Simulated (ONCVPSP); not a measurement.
What one change does to a pseudopotential (cobalt (Co), ONCV)

* Element: cobalt
* Generator: ONCVPSP 4.0.1
* Type: optimised norm-conserving Vanderbilt (ONCV)
* Functional: BLYP
* Relativity: scalar-relativistic
* Frozen core: [Ar]
* Valence charge: 9
* Reference configuration: 3d7.5 4s1.5
* Partial waves: 4s: rc 2.05 bohr, ncon 5, nbas 9, qcut 3.1 1/bohr, 2 projectors, debl 2.6 Ha; p scattering state at 0.44 Ha: rc 1.65 bohr, ncon 4, nbas 9, qcut 4.6 1/bohr, 2 projectors, debl 2.5 Ha; 3d: rc 1.65 bohr, ncon 4, nbas 9, qcut 7.8 1/bohr, 2 projectors, debl 2.1 Ha
* Local potential: polynomial inside 1.40 bohr (lpopt 5, dvloc0 6 Ha)
* Core correction: polynomial model core, fcfact 0.7

All-electron outer shells of the reference configuration (BLYP, scalar-relativistic, ld1.x):

```json
{"shell": "3p", "level (eV)": "-62.94", "outermost node (bohr)": "0.28", "outermost maximum (bohr)": "0.68"}
{"shell": "3d", "level (eV)": "-5.97", "outermost node (bohr)": "–", "outermost maximum (bohr)": "0.67"}
{"shell": "4s", "level (eV)": "-4.87", "outermost node (bohr)": "0.96", "outermost maximum (bohr)": "2.38"}
```

Change: s: qcut 4.2.

Cutoffs: the cutoffs (Ha) at which the residual kinetic energy of the hardest occupied pseudo-wave falls to 1 and 0.1 mHa per electron; they do not see the model core or the augmentation charge, which bear on the density cutoff. Errors are all-electron minus pseudo energies relative to the spin-unpolarised reference configuration.

Q: What does the change do?

A: The potential gets neither clearly harder nor softer (30 Ha and 95 Ha → 30 Ha and 95 Ha); the bound ghosts move from p to p, s; the number of tests with a reliable result goes from 4 to 2.

| quantity | base | changed |
| --- | --- | --- |
| cutoff, loose | 30 Ha | 30 Ha |
| cutoff, tight | 95 Ha | 95 Ha |
| loose cutoff by channel | s 4.5 Ha, d 30 Ha | s 4.8 Ha, d 30 Ha |
| bound ghosts | p | s, p |
| GHOST(+) flags under 300 eV | s at 126.3 eV | none |
| tests with a reliable result | 4 of 4 | 2 of 4 |
| error for 3d7 4s2, meV [ΔE 0.94 eV] | -6.8 | -9.2 |
| error for 3d7 4s1, meV [ΔE 9.98 eV] | -4.3 | -6.2 |
| s: phases at 2.08 bohr within 0.05 rad from the reference energy up to (Ha; the scan ends near 5) | 3.6 | 4.6 |
| p: phases at 1.68 bohr within 0.05 rad from the reference energy up to (Ha; the scan ends near 5) | to the end of the scan | to the end of the scan |
| d: phases at 1.68 bohr within 0.05 rad from the reference energy up to (Ha; the scan ends near 5) | to the end of the scan | to the end of the scan |
| rms error of d²Exc/dni dnj with the model core, mHa | 1.18 | 1.18 |

Base: The cutoffs count occupied waves only; projector 2 of the p channel, the hardest unoccupied one, needs 113 Ha at the loose tolerance. Changed file: The cutoffs count occupied waves only; projector 2 of the p channel, the hardest unoccupied one, needs 113 Ha at the loose tolerance. A true bound ghost makes a file unfit for plane-wave use even where its test errors are small: the radial tests pick states by their node count and pass the ghost by.
